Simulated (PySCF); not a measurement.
SMILES N[SiH2][SiH2]O, GFN2-xTB optimised geometry.

```
11

N      2.14    -1.39    -0.22
Si     1.41     0.16     0.00
Si    -0.89     0.16     0.00
O     -1.24     1.76     0.00
H      2.05    -2.07     0.52
H      2.03    -1.86    -1.10
H      2.00     0.95    -1.09
H      1.99     0.61     1.27
H     -1.56    -0.47     1.16
H     -1.56    -0.47    -1.16
H     -2.14     2.07     0.00
```

Density from PBE/def2-TZVP in PySCF 2.14.0 at that geometry.

Minimum of the electron density along straight lines between bonded atoms, close to the bond critical point (lines longer than 1.1 times the sum of covalent radii, or with two minima, are not listed):

| bond | length / Å | ρ at the minimum / e bohr⁻³ | ∇²ρ there / e bohr⁻⁵ | position (fraction from the first atom) |
|---|---|---|---|---|
| N1–Si2 | 1.732 | 0.129 | 0.52 | 0.60 |
| Si2–Si3 | 2.302 | ? | -0.20 | 0.44 |
| Si3–O4 | 1.632 | ? | 0.88 | 0.41 |
| N1–H5 | 1.007 | 0.337 | -1.60 | 0.73 |
| N1–H6 | 1.007 | 0.337 | -1.60 | 0.73 |
| Si2–H7 | 1.469 | 0.123 | 0.16 | 0.50 |
| Si2–H8 | 1.470 | 0.123 | 0.16 | 0.50 |
| Si3–H9 | 1.476 | 0.122 | 0.15 | 0.50 |
| Si3–H10 | 1.476 | 0.122 | 0.15 | 0.50 |
| O4–H11 | 0.953 | 0.363 | ? | 0.80 |

**Question.** Complete the blanks.

**Answer.** 
- Si2–Si3, ρ at the minimum / e bohr⁻³: 0.101
- Si3–O4, ρ at the minimum / e bohr⁻³: 0.140
- O4–H11, ∇²ρ there / e bohr⁻⁵: -2.47
